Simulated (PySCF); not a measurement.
**Computed properties of C3H10BN, SMILES CCB(C)N**

C3H10BN, SMILES C(B(C)N)C. Geometry: r2SCAN-D4/def2-SVP. The values are those of a single conformer. All values are computed for the isolated molecule unless a solvent is named; none is compared with measurement here.

**Structure.** The optimised structure has Cs symmetry. All 39 harmonic modes at r2SCAN-D4/def2-SVP (PySCF) are real, so it is a minimum. With heavy atoms numbered as in [B:1]([CH3:2])([CH2:6][CH3:7])[NH2:13], the shortest bond between them is B1–N13 at 1.403 Å and the longest B1–C6 at 1.589 Å.

**Vibrations.** The strongest infrared lines (harmonic, unscaled, degenerate partners summed) lie at 541 cm⁻¹ (141 km/mol, H 78 %, N 21 %), 1600 cm⁻¹ (136 km/mol, H 72 %, N 20 %, B 8 %), 1344 cm⁻¹ (92 km/mol, C 36 %, H 35 %, B 26 %). The softest mode is at 57 cm⁻¹ and the zero-point energy is 83.4 kcal/mol.

**Electronic structure.** r2SCAN/def2-TZVP (PySCF) places the frontier levels at -6.95 and 0.58 eV, a gap of 7.53 eV, and gives a dipole moment of 1.15 D and a mean polarisability of 60.4 bohr³. PBE/def2-TZVP (PySCF) at the same geometry gives -6.68 and 0.05 eV, so its gap is 0.80 eV narrower. An orbital gap is neither the optical nor the fundamental gap.

**Excitations.** TDDFT-B3LYP/def2-SVPD (PySCF) has S1 at 6.92 eV (179 nm, f = 0.022, weak); the most intense of the 10 singlets computed lies at 8.28 eV (f = 0.22). T1 (TDA) is at 6.56 eV. TDDFT-PBE/def2-SVPD (PySCF) puts S1 at 6.47 eV. No vertical singlet excitation falls in the visible range (under 3.1 eV).

**NMR.** GIAO shifts at HF/pcSseg-1 (PySCF) (non-relativistic, atoms alike by connectivity averaged): ¹³C from 7.9 to 14.2 ppm against TMS; ¹H from 0.6 to 3.7 ppm against TMS; ¹¹B at 35.5 ppm against BF3.
